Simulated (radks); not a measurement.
Species: the platinum anion Pt2-. Configuration: [Hg]. Calculated with a radial shooting solver on a logarithmic mesh with Libxc functionals: scalar-relativistic Kohn-Sham, LDA (Slater exchange, Perdew-Wang correlation), spin-unpolarised, spherical densities, finite nucleus; Fermi nuclear charge, rms radius 5.427 fm; Watson sphere of charge +2 and radius 6.36 bohr. Some entries of the table are withheld. Estimate them.

| orbital | occ. | eigenvalue (eV) | <r> (bohr) | <1/r> (bohr^-1) |
|---|---|---|---|---|
| 1s | 2 | -78328.15 | 0.01716 | 93.83 |
| 2s | 2 | -13758.53 | 0.07241 | 22.00 |
| 2p | 6 | -11932.27 | 0.06525 | (1) |
| 3s | 2 | -3227.629 | 0.1873 | 8.153 |
| 3p | 6 | -2695.523 | 0.1883 | 7.461 |
| 3d | 10 | -2116.238 | 0.1705 | 7.030 |
| 4s | 2 | (2) | 0.4154 | 3.492 |
| 4p | 6 | -514.2455 | 0.4422 | 3.157 |
| 4d | 10 | -301.7459 | 0.4684 | 2.826 |
| 5s | 2 | -97.0459 | 0.9515 | 1.421 |
| 4f | 14 | -65.4608 | (3) | (4) |
| 5p | 6 | -51.2016 | 1.104 | 1.202 |
| 6s | 2 | -2.9292 | 3.897 | 0.3420 |
| 5d | 10 | -1.6852 | 1.973 | 0.7337 |

Answer. 
(1) 2p <1/r> (bohr^-1): 19.66
(2) 4s eigenvalue (eV): -688.8973
(3) 4f <r> (bohr): 0.5161
(4) 4f <1/r> (bohr^-1): 2.390
